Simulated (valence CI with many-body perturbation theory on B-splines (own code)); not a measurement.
**I XLIX: electric-dipole lines**

Method: valence CI with perturbative core correlation (CI+MBPT): three valence electrons over a frozen Dirac-Fock core [He], radial functions for each j: 11 s, 11 p, 9 d, 7 f, 5 g, 2 h, 1 i, with the one-electron correlation potential Σ1 (screened to all orders), the two-electron term Σ2, the three-electron term Σ3, Breit, model QED; selected single and double excitations, second order for the rest (own B-spline code, finite nucleus).

No measured spectrum was set against this ion. As an estimate, large intervals hold to a few tenths of a per cent, small ones and those within an open d or f shell to about a per cent.

Lines 51 to 100 of 281 in falling wavelength, among levels below 47011 × 10³ cm⁻¹, chosen from the strongest by gf and those to the six lowest levels. Wavelengths and rates use the calculated energies. Electric multipoles are in the length gauge, E1 and E2 with the static RPA response of the core. Weak lines are less certain than strong ones. Lines between different terms over intervals too small for the method are left out, as are lines whose strength nearly cancels. The highest levels of a list are the least certain.

Levels are named by their leading jj configuration (3d3/2^4 stands for four electrons in 3d with j = 3/2), which in mixed levels can hold well under half, so a name can repeat and another be missing. Letters in brackets count levels of one name in rising energy.

```tsv
λ vac (Å)	Upper	Lower	A (s⁻¹)	S (a.u.) with core polarisation	S without
72.73	(2p1/2^2 2p3/2) J=3/2	(2s 2p1/2 2p3/2) J=3/2 [b]	8.40e+09	6.38e-03	6.39e-03
64.92	(2s 2p1/2 2p3/2) J=3/2 [b]	(2s^2 2p3/2) J=3/2	5.36e+09	2.90e-03	2.90e-03
64.74	(2s 2p1/2 2p3/2) J=1/2	(2s^2 2p3/2) J=3/2	8.08e+09	2.16e-03	2.17e-03
64.17	(2p1/2 2p3/2 3s) J=5/2	(2s 2p3/2 3s) J=5/2	3.18e+10	2.49e-02	2.49e-02
56.48	(2p1/2^2 2p3/2) J=3/2	(2s 2p1/2 2p3/2) J=5/2	4.27e+10	1.52e-02	1.52e-02
49.48	(2p1/2^2 2p3/2) J=3/2	(2s 2p1/2 2p3/2) J=3/2 [a]	1.45e+10	3.47e-03	3.48e-03
27.01	(2s 2p3/2^2) J=5/2	(2s^2 2p3/2) J=3/2	1.30e+11	7.60e-03	7.62e-03
26.43	(2p1/2 2p3/2^2) J=3/2	(2s 2p1/2 2p3/2) J=1/2	3.17e+11	1.16e-02	1.16e-02
26.40	(2p1/2 2p3/2^2) J=3/2	(2s 2p1/2 2p3/2) J=3/2 [b]	5.78e+10	2.10e-03	2.10e-03
25.51	(2p1/2 2p3/2 3d3/2) J=5/2 [a]	(2s 2p1/2 3d3/2) J=5/2	1.92e+11	9.43e-03	9.45e-03
25.35	(2p1/2 2p3/2^2) J=5/2	(2s 2p1/2 2p3/2) J=3/2 [b]	3.70e+11	1.78e-02	1.79e-02
25.31	(2p1/2 2p3/2 3d5/2) J=9/2	(2s 2p1/2 3d5/2) J=7/2	2.93e+11	2.34e-02	2.35e-02
25.28	(2p3/2^3) J=3/2	(2s 2p3/2^2) J=3/2	9.06e+11	2.89e-02	2.89e-02
25.25	(2p1/2 2p3/2 3p3/2) J=7/2	(2s 2p1/2 3p3/2) J=5/2	3.55e+11	2.26e-02	2.26e-02
25.15	(2p1/2 2p3/2 3d5/2) J=7/2 [a]	(2s 2p1/2 3d5/2) J=5/2 [a]	2.95e+11	1.85e-02	1.86e-02
25.04	(2p1/2 2p3/2 3d3/2) J=5/2 [b]	(2s 2p1/2 3d3/2) J=3/2 [b]	2.71e+11	1.26e-02	1.26e-02
25.02	(2s 2p3/2 3d5/2) J=7/2 [b]	(2s^2 3d5/2) J=5/2	4.81e+11	2.98e-02	2.98e-02
24.98	(2p1/2 2p3/2 3p3/2) J=5/2 [a]	(2s 2p1/2 3p3/2) J=3/2 [a]	2.99e+11	1.38e-02	1.38e-02
24.87	(2p1/2 2p3/2 3d3/2) J=7/2	(2s 2p1/2 3d3/2) J=5/2	2.89e+11	1.76e-02	1.76e-02
24.83	(2p1/2 2p3/2 3d5/2) J=7/2 [b]	(2s 2p1/2 3d5/2) J=5/2 [b]	1.72e+11	1.04e-02	1.04e-02
24.83	(2s 2p3/2 3p3/2) J=5/2 [b]	(2s^2 3p3/2) J=3/2	5.27e+11	2.39e-02	2.40e-02
24.81	(2p1/2 2p3/2 3p1/2) J=3/2 [b]	(2s 2p1/2 3p1/2) J=1/2 [b]	3.24e+11	9.77e-03	9.79e-03
24.78	(2p1/2 2p3/2 3p1/2) J=5/2	(2s 2p1/2 3p1/2) J=3/2	3.65e+11	1.64e-02	1.65e-02
24.58	(2p1/2 2p3/2 3d3/2) J=3/2 [a]	(2s 2p1/2 3d3/2) J=3/2 [a]	3.43e+11	1.01e-02	1.01e-02
24.55	(2s 2p3/2 3d3/2) J=5/2 [b]	(2s^2 3d3/2) J=3/2	4.82e+11	2.11e-02	2.12e-02
24.53	(2s 2p3/2 3p1/2) J=1/2	(2s^2 3p1/2) J=1/2	6.50e+11	9.46e-03	9.48e-03
24.52	(2s 2p3/2 3s) J=1/2	(2s^2 3s) J=1/2	6.40e+11	9.32e-03	9.33e-03
24.46	(2s 2p3/2 3p1/2) J=3/2 [b]	(2s^2 3p1/2) J=1/2	5.75e+11	1.66e-02	1.66e-02
24.44	(2s 2p3/2 3d3/2) J=3/2 [b]	(2s^2 3d3/2) J=3/2	4.65e+11	1.34e-02	1.34e-02
24.42	(2s 2p3/2 3d5/2) J=5/2 [b]	(2s^2 3d5/2) J=5/2	5.86e+11	2.53e-02	2.53e-02
24.40	(2p1/2 2p3/2 3s) J=5/2	(2s 2p1/2 3s) J=3/2	3.27e+11	1.40e-02	1.41e-02
24.35	(2s 2p3/2 3s) J=3/2 [b]	(2s^2 3s) J=1/2	5.91e+11	1.68e-02	1.69e-02
24.34	(2p1/2 2p3/2 3s) J=3/2 [a]	(2s 2p1/2 3s) J=1/2 [a]	3.21e+11	9.12e-03	9.14e-03
24.33	(2s 2p3/2 3p3/2) J=3/2 [b]	(2s^2 3p3/2) J=3/2	5.23e+11	1.49e-02	1.49e-02
24.32	(2p1/2 2p3/2 3d5/2) J=7/2 [b]	(2s 2p1/2 3d5/2) J=7/2	1.90e+11	1.08e-02	1.08e-02
24.30	(2s 2p3/2 3d5/2) J=3/2 [b]	(2s^2 3d5/2) J=5/2	6.66e+11	1.89e-02	1.89e-02
24.26	(2s 2p3/2 3d3/2) J=1/2 [b]	(2s^2 3d3/2) J=3/2	6.24e+11	8.80e-03	8.82e-03
23.90	(2p1/2 2p3/2^2) J=3/2	(2s 2p1/2 2p3/2) J=5/2	6.09e+10	1.64e-03	1.64e-03
23.79	(2s 2p1/2 2p3/2) J=3/2 [b]	(2s^2 2p1/2) J=1/2	5.96e+11	1.59e-02	1.59e-02
23.77	(2s 2p1/2 2p3/2) J=1/2	(2s^2 2p1/2) J=1/2	7.61e+11	1.01e-02	1.01e-02
23.55	(2p1/2 2p3/2^2) J=1/2	(2s 2p1/2 2p3/2) J=3/2 [b]	7.79e+11	1.00e-02	1.01e-02
23.34	(2s 2p3/2^2) J=1/2	(2s^2 2p3/2) J=3/2	6.30e+11	7.91e-03	7.93e-03
23.29	(2s 2p3/2^2) J=3/2	(2s^2 2p3/2) J=3/2	1.06e+12	2.65e-02	2.65e-02
23.27	(2p1/2^2 2p3/2) J=3/2	(2s 2p1/2^2) J=1/2	4.34e+11	1.08e-02	1.08e-02
23.04	(2p1/2 2p3/2^2) J=5/2	(2s 2p1/2 2p3/2) J=5/2	4.31e+11	1.56e-02	1.56e-02
22.55	(2p1/2 2p3/2^2) J=3/2	(2s 2p1/2 2p3/2) J=3/2 [a]	4.95e+11	1.12e-02	1.12e-02
21.78	(2p1/2 2p3/2^2) J=5/2	(2s 2p1/2 2p3/2) J=3/2 [a]	8.83e+09	2.70e-04	2.71e-04
14.38	(2s 2p3/2^2) J=3/2	(2s^2 2p1/2) J=1/2	1.71e+10	1.00e-04	1.00e-04
2.753	(2s^2 3p1/2) J=1/2	(2s 2p1/2 2p3/2) J=3/2 [b]	1.41e+12	2.91e-05	2.90e-05
2.721	(2s 2p1/2 3s) J=1/2 [a]	(2s 2p1/2 2p3/2) J=3/2 [b]	3.11e+12	6.19e-05	6.17e-05
```
